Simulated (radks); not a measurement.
Problem. All-electron atom: I+ in [Kr] 4d10 5s2 5p4 (the NIST ground configuration). Method: Dirac Kohn-Sham, Slater X-alpha with alpha = 0.664, spin-unpolarised, spherical densities, finite nucleus; open shells are shared between the two j in proportion to 2j + 1; Fermi nuclear charge, rms radius 4.75 fm; computed with a radial shooting solver on a logarithmic mesh with Libxc functionals. Some entries of the table are withheld. Estimate them.

orbital     occ.  eigenvalue (Ry)  <1/r> (bohr^-1)
1s1/2          2        -2420.035            56.78
2s1/2          2        -374.2943            13.25
2p1/2          2        -351.3990            13.24
2p3/2          4        -329.4774            12.21
3s1/2          2              (1)            4.721
3p1/2          2        -66.46768            4.636
3p3/2          4        -62.34520            4.381
3d3/2          4        -45.56245            4.238
3d5/2          6        -44.69474            4.173
4s1/2          2        -13.79761            1.904
4p1/2          2        -10.48530            1.793
4p3/2          4         -9.67476            1.709
4d3/2          4              (2)            1.454
4d5/2          6              (3)            1.433
5s1/2          2              (4)           0.6815
5p1/2    1.33333         -1.10579           0.5711
5p3/2    2.66667         -1.02111           0.5436

Solution. 
(1) 3s1/2 eigenvalue (Ry): -75.95299
(2) 4d3/2 eigenvalue (Ry): -4.34500
(3) 4d5/2 eigenvalue (Ry): -4.21844
(4) 5s1/2 eigenvalue (Ry): -1.84540
